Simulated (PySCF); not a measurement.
From LDA/pcSseg-1 to KT2/pcSseg-1: the HOMO energy of 7 molecules

All runs: PySCF with density fitting, gas phase, non-relativistic, closed shells, each molecule at its own PBE0-D3(BJ)/def2-SVP geometry. Shieldings use GIAOs. LDA: no exact exchange; KT2: no exact exchange.

HOMO energy (eV):

```tsv
molecule	LDA/pcSseg-1	KT2/pcSseg-1
C=CC1C[SiH2]C1	-6.45	-6.26
C=CC(=C)C[SiH3]	-5.90	-5.70
F[C@@H]1CN[SiH2]C1	-5.36	-5.37
C[C@@H]1S[C@@H]1CF	-5.66	-5.62
CCCNC(C)=O	-5.73	?
CCCCC(N)=O	-5.80	-5.83
CC(C)(C)C(N)=O	-5.69	-5.72
```

Q: Predict the missing value of `CCCNC(C)=O` from the other molecules.

A: The functional change moves the other 6 molecules by +0.06 eV on average (standard deviation 0.11), which puts `CCCNC(C)=O` at -5.73 + 0.06 = -5.67 eV. A straight line through the pairs, y = 0.784x − 1.20, gives -5.69 eV. The run gave -5.76 eV: the mean change misses by 0.09, the line by 0.07 eV.

Q: Which of the two rules would one have trusted beforehand?

A: Leaving out each listed molecule in turn and predicting it from the rest, the mean change misses by 0.108 eV on average and the line by 0.073; so the fitted line, and for `CCCNC(C)=O` it was the closer one.

Q: Is the change the same for all, and does it alter the order of the molecules?

A: Among the 6 molecules with both values given it runs from -0.03 eV for `CC(C)(C)C(N)=O` to +0.20 eV for `C=CC(=C)C[SiH3]`; `CCCNC(C)=O` moves by -0.03 eV, inside this range. The change is not of one sign for all. Of the 15 pairs among the 6, 2 change order, the widest-spaced at LDA/pcSseg-1 being `C=CC(=C)C[SiH3]` and `CC(C)(C)C(N)=O`, 0.21 eV apart there.

Neither level serves as a reference here, and other classes of molecule may behave otherwise.
